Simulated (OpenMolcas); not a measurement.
## V2+, Nb2+, Ta2+: d³ down the group

```yaml
Program: OpenMolcas
Method: MS-CASPT2, IPEA 0.25 Eh, imaginary shift 0.1 Eh
Basis: ANO-RCC-VQZP
Scalar_Hamiltonian: DKH2, point nucleus
Spin-orbit_coupling: state interaction with AMFI integrals over the reference wave functions, term energies averaged over their components
```

Active space for each ion: 3 electrons in 10 orbitals (d d); closed shells correlated by CASPT2: V2+ 3s 3p; Nb2+ 4s 4p; Ta2+ 5s 5p.

Computed levels in cm-1 above ⁴F_3/2:

| Level | V2+ | Nb2+ | Ta2+ |
| --- | --- | --- | --- |
| ⁴F_5/2 | 157 | 518 | 2760 |
| ⁴F_7/2 | 372 | 1183 | 5260 |
| ⁴F_9/2 | 641 | 1952 | 7300 |
| ²G_7/2 | 11810 | 9230 | 12100 |
| ⁴P_1/2 | 11880 | 8640 | 14720 |
| ⁴P_5/2 | 12140 | 9870 | 14370 |
| ²P_1/2 | 15320 | 10040 | 9470 |
| ²D_5/2(1) | 16580 | 13490 | 18590 |
| ²H_11/2 | 17070 | 13660 | 18480 |
| weight of ⁴F in the lowest level (%) | 100 | 99 | 87 |

Mixed levels, with the weight of the term that names them: Nb2+ ⁴P_1/2 (62 %), Nb2+ ²P_1/2 (62 %), Ta2+ ⁴P_1/2 (54 %), Ta2+ ²P_1/2 (54 %).

Measured, with the error of the calculation in %. Measured levels: V2+ from Sugar and Corliss, J. Phys. Chem. Ref. Data 7, 1191 (1978); Nb2+ from the list in Shadmi, J. Res. Natl. Bur. Stand. 70A, 435 (1966).

```json
{"Level": "⁴F_5/2", "V2+": "146 (+7.7)", "Nb2+": "516 (+0.5)"}
{"Level": "⁴F_7/2", "V2+": "342 (+8.9)", "Nb2+": "1177 (+0.5)"}
{"Level": "⁴F_9/2", "V2+": "584 (+9.8)", "Nb2+": "1939 (+0.6)"}
{"Level": "²G_7/2", "V2+": "11966 (-1.3)", "Nb2+": "9236 (-0.1)"}
{"Level": "⁴P_1/2", "V2+": "11514 (+3.1)", "Nb2+": "8664 (-0.2)"}
{"Level": "⁴P_5/2", "V2+": "11770 (+3.1)", "Nb2+": "9594 (+2.9)"}
{"Level": "²P_1/2", "V2+": "15580 (-1.7)", "Nb2+": ""}
{"Level": "²D_5/2(1)", "V2+": "16375 (+1.2)", "Nb2+": "13094 (+3.0)"}
{"Level": "²H_11/2", "V2+": "16978 (+0.5)", "Nb2+": "13264 (+3.0)"}
```

The fine-structure level ⁴F_9/2 changes by a factor of 11.4 from V2+ to Ta2+.

Without spin-orbit coupling ²G lies 11580, 8440, 7670 cm-1 above ⁴F in that order; the difference to the level ²G_7/2, of either sign, comes from spin-orbit coupling, which also lowers the zero.

Term energies are means over components that CASPT2 splits; among the terms shown or strongly mixed into the levels shown the widest spread is 1000 cm-1 (3d³ ⁴F, V2+). The CASPT2 spread within a term exceeds the gap to the next term for 3d³ ²G and 3d³ ⁴P, so the order of their levels is uncertain (figures for V2+; the like holds for Nb2+, Ta2+). Active for correlation alone: 4d; no level in the range computed is led by a configuration that fills it, so any true level of that kind is missing (holds for V2+). Active for correlation alone: 5d; no level in the range computed is led by a configuration that fills it, so any true level of that kind is missing (holds for Nb2+). Active for correlation alone: 6d; no level in the range computed is led by a configuration that fills it, so any true level of that kind is missing (holds for Ta2+). Measured partners are found by configuration, term and J. A level has none where our copy of the source lacks it or the pairing is in doubt (some pairs that miss far off the trend of their configuration count as doubtful), and it then counts in no deviation. Only configurations of the active space appear.

A number in round brackets counts repeated terms of one configuration in the order of the reference energies.
